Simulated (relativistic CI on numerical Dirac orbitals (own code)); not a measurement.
## Hyperfine structure of Sm¹³⁺, mass number 149

Calculated at this level of theory: Dirac-Coulomb-Breit CI, KLI orbitals optimised for each configuration, model QED (radiative potential, 1s self-energy scaled to tabulated hydrogen-like ionisation energies), unscaled Slater integrals (own radial code, finite nucleus).

Configuration list (outside the closed core [Kr]): 4d¹⁰4f5s², 4d¹⁰4f³, 4d¹⁰4f²5s, 4d¹⁰4f5s5p, 4d¹⁰5s²5p, 4d¹⁰4f²5p, 4d¹⁰5s5p², 4d¹⁰4f5s5d, 4d¹⁰4f²5d, 4d¹⁰5s²5d, 4d¹⁰4f5s5f, 4d¹⁰4f5p5d, 4d⁹4f²5s², 4d¹⁰4f5p², 4d¹⁰5p³, 4d¹⁰5p²5d, 4d¹⁰4f5d², 4d¹⁰5p5d², 4d¹⁰5d³, 4d¹⁰5s5p5d, 4d¹⁰5p5d5f. Double excitations out of closed p, d and f shells are left out; levels of such configurations are missing from the list, as are those of other unlisted configurations, and high levels can miss mixing partners. Some configurations lack a partner that the ground configuration has and come out too high, among them 4d⁹4f²5s².

Nuclear spin I = 7/2, μ = -0.6677 μN, Q = 0.075 b (tables of Stone and Pyykkö). The electronic factors are computed for point nuclear moments, without core polarisation or the Bohr-Weisskopf and QED corrections.

```tsv
Level	E (eV)	A (MHz)	B (MHz)
4d¹⁰4f5s² ²F°5/2	0.0000	-251	101
4d¹⁰4f5s² ²F°7/2	0.7390	-139.7	115
4d¹⁰4f²5s ⁴H7/2	2.1524	2661	91.7
4d¹⁰4f²5s ⁴H9/2	2.4247	-992.6	89.8
4d¹⁰4f²5s ⁴H11/2	2.8242	-1851	99.1
4d¹⁰4f²5s ⁴H13/2	3.2786	-2156	115
4d¹⁰4f²5s ⁴F3/2	3.4211	4996	-19.9
4d¹⁰4f²5s ⁴F5/2	3.5963	-1582	-20.5
```

Levels with J = 0, under 50 % of one LS term, or S terms without an open s electron are left out. Small factors come from cancelling terms and can be off by tens of per cent or more.

At this charge transitions that keep the count of f electrons are usually good to a few per cent. Terms inside the open d or f shell come out 10 to 20 % too wide with unscaled integrals. Levels and lines within the n = 5 or 6 shells can be off by up to 10 % or somewhat more, and those that change n by about 2 %, since core polarisation is missing. Levels that differ in their count of f electrons can be misplaced by several ten thousand cm⁻¹, since the correlation energy of f electrons is missing or only estimated; rates across such gaps can be off by orders of magnitude.

Q: Give the hyperfine levels of 4d¹⁰4f5s² ²F°5/2 relative to its centre of gravity.

A: With K = F(F + 1) − I(I + 1) − J(J + 1), E = AK/2 + B[¾K(K + 1) − I(I + 1)J(J + 1)]/[2I(2I − 1)J(2J − 1)]: F = 1: 2878, F = 2: 2347, F = 3: 1562, F = 4: 534.5, F = 5: -717.1, F = 6: -2171 MHz.

LS names give the leading component of a level, which can be under half, so a name can repeat, a term be missing and a line seem to break the LS rules.
